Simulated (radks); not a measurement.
Question: Pm, 61 electrons, occupied as [Xe] 4f5 6s2. All-electron calculation, Dirac Kohn-Sham, PBE, spin-unpolarised, spherical densities, point nucleus; open shells fill j = l - 1/2 first. Program: a radial shooting solver on a logarithmic mesh with Libxc functionals. Some entries of the table are withheld. Estimate them.

orbital,occ.,eigenvalue (hartree),<r> (bohr)
1s1/2,2,-1653.015,0.02318
2s1/2,2,-268.6197,0.09845
2p1/2,2,(1),0.08245
2p3/2,4,(2),0.08897
3s1/2,2,-58.56434,0.2601
3p1/2,2,-52.45432,0.2498
3p3/2,4,-48.31427,0.2624
3d3/2,4,(3),0.2339
3d5/2,6,(4),0.2378
4s1/2,2,-11.63725,0.5929
4p1/2,2,(5),(6)
4p3/2,4,(7),(8)
4d3/2,4,-4.59118,0.6827
4d5/2,6,-4.43075,0.6929
5s1/2,2,-1.53375,1.442
5p1/2,2,-0.91490,(9)
5p3/2,4,-0.79513,(10)
6s1/2,2,-0.12999,4.382
4f5/2,5,-0.08242,1.064
4f7/2,0,-0.06531,1.089

Answer: 
(1) 2p1/2 eigenvalue (hartree): -254.3580
(2) 2p3/2 eigenvalue (hartree): -233.7691
(3) 3d3/2 eigenvalue (hartree): -37.70415
(4) 3d5/2 eigenvalue (hartree): -36.80702
(5) 4p1/2 eigenvalue (hartree): -9.31346
(6) 4p1/2 <r> (bohr): 0.6082
(7) 4p3/2 eigenvalue (hartree): -8.41044
(8) 4p3/2 <r> (bohr): 0.6368
(9) 5p1/2 <r> (bohr): 1.631
(10) 5p3/2 <r> (bohr): 1.726
